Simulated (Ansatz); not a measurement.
`[F][GeH]([AlH2])[SiH3]`, relaxed with RKS PBE-D4/def2-SVP in Ansatz from a rough embedded geometry. The force threshold is 0.03 eV/Å; the program also tests the step.

Total charge 0; spin multiplicity 1.

Start:

```xyz
10

F     0.470   -1.228    1.978
Ge   -0.279   -0.771    0.529
Al   -1.496    1.290    0.872
Si    1.303   -0.397   -1.109
H    -1.268   -1.889    0.049
H    -2.284    1.993   -0.361
H    -1.537    2.037    2.276
H     2.061   -1.670   -1.287
H     0.740    0.006   -2.324
H     2.289    0.630   -0.623
```

```tsv
step	energy (eV)	largest force (eV/Å)	largest move (Å)
1	-73774.3201	2.455	0.000
2	-73774.6292	0.720	0.192
3	-73774.6936	0.336	0.196
4	-73774.7030	0.076	0.069
5 (rejected)	-73774.7018	0.124	0.053
6	-73774.7055	0.021	0.026
```

End:

```xyz
10

F     0.443   -1.240    2.001
Ge   -0.345   -0.708    0.493
Al   -1.620    1.387    0.944
Si    1.421   -0.470   -1.129
H    -1.242   -1.913    0.055
H    -2.404    2.046   -0.289
H    -1.606    2.085    2.382
H     2.180   -1.751   -1.340
H     0.796   -0.040   -2.433
H     2.376    0.604   -0.683
```

It took 9 s on 4 threads of an Arm Neoverse V1 on a shared host, with 0.17 GiB of host memory at the peak.
